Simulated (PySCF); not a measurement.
**Ions at one geometry of [Hf(SH)2]2+**

PySCF 2.14.0, RKS PBE0, Hf def2-SVP with ECP60, S def2-SVP, H def2-SVP; non-relativistic Hamiltonian with scalar-relativistic core potentials where named; density fitting; no spin-orbit coupling; singlets restricted, open shells unrestricted. The geometry is relaxed for charge +2, singlet, vacuum:

```xyz
5

Hf    0.0000    0.0000   -0.7951
S     1.6527   -0.0889    0.8020
H     2.7078   -0.2346   -0.0641
S    -1.6527    0.0889    0.8020
H    -2.7078    0.2346   -0.0641
```

Energies count from the relaxed state; an electron taken off or put on is at rest in vacuum. Charges and spins are Mulliken's.

| state | energy (eV) | spin squared | charge on Hf1 (e) | spin on Hf1 (e) | dipole about the centre of mass (D) |
| --- | --- | --- | --- | --- | --- |
| charge +2, singlet, vacuum | 0.00 | 0.00 | 1.35 | 0.00 | 3.89 |
| charge +1, doublet, vacuum | -12.69 | 0.76 | 0.83 | 1.13 | 4.86 |

Task: What does the state charge +3, doublet, vacuum give?

Result: energy (eV) 20.94, spin squared 0.80, charge on Hf1 (e) 1.65, spin on Hf1 (e) -0.02, dipole about the centre of mass (D) 0.78.

With an electron taken off (doublet) the charges change, summed by element, by Hf +0.31 e, S +0.55 e, H +0.14 e. The vertical ionisation energy is 20.94 eV, against −ε(HOMO) = 18.83 eV of the relaxed state. The level lies 2.1 eV too high, as is usual for semilocal functionals and global hybrids, which keep a self-interaction error.

With an electron put on (doublet) the charges change, summed by element, by Hf -0.52 e, S -0.35 e, H -0.13 e. The vertical electron affinity is 12.69 eV, against −ε(LUMO) = 14.29 eV of the relaxed state.

Open shells may have lower solutions than those found.
